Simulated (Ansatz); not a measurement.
Reaction (hydrogen abstraction from a C–H bond): `FC(F)OC(F)F` + H• → `F[C](F)OC(F)F`• + H₂

Program: Ansatz. Geometries: PBE0-D4/def2-TZVP. ΔE: electronic, gas phase. CCSD(T)/CBS adds triple-zeta CCSD(T) − MP2 to the extrapolated MP2 energy (def2 sets, frozen cores). This one scheme is used for every species, atoms too. DFT in def2-TZVPP. B3LYP here is the variant with VWN-RPA as its local correlation; programs differ in this. Open shells (•) are unrestricted, without spin–orbit coupling. Each species was taken in one conformer, which may not be the lowest.

`FC(F)OC(F)F`:

Cartesian coordinates in Å:
```
F 1.357 -1.523 -1.117
C 0.966 -0.610 -0.229
F 1.371 -1.015 0.986
O -0.402 -0.555 -0.290
C -0.985 0.605 0.150
F -2.174 0.691 -0.444
F -1.187 0.559 1.477
H 1.439 0.354 -0.451
H -0.386 1.494 -0.082
```

`F[C](F)OC(F)F`•:

Z-matrix (Å, degrees):
```
C
O 1 1.395
F 1 1.329 2 106.6
F 1 1.337 2 109.5 3 116.9
H 1 1.093 2 112.2 3 -121.1
C 2 1.336 1 118.0 3 150.1
F 6 1.327 2 114.3 1 -61.7
F 6 1.323 2 115.0 1 66.2
```

H₂:

Z-matrix (Å, degrees):
```
H
H 1 0.746
```

| level | ΔE (kcal/mol) | difference from CCSD(T)/CBS |
| --- | --- | --- |
| r2SCAN-D4 | -2.1 | -5.1 |
| PBE0-D4 | 2.5 | -0.5 |
| B3LYP-D4 | -1.4 | -4.4 |
| ωB97X-V | 2.6 | -0.4 |
| ωB97M-V | 3.4 | 0.4 |
| B2PLYP | 1.1 | -1.9 |
| PBE | 0.9 | -2.1 |
| PBE0 | 2.3 | -0.7 |
| B3LYP | -1.7 | -4.7 |
| HF/def2-TZVPP | 3.4 | 0.4 |
| MP2/def2-TZVPP | 7.0 | 4.0 |
| SCS-MP2/def2-TZVPP | 5.4 | 2.4 |
| HF/def2-QZVPP | 3.2 | 0.2 |
| MP2/def2-QZVPP | 6.9 | 3.9 |
| SCS-MP2/def2-QZVPP | 5.3 | 2.3 |
| CCSD/CBS(def2) | 2.6 | -0.4 |
| CCSD(T)/CBS | 3.0 | 0 |

Largest T1 diagnostic among the species: 0.014.

From PBE to PBE0 (25 % exact exchange), in def2-TZVPP and without D4, ΔE moves by +1.5 kcal/mol.
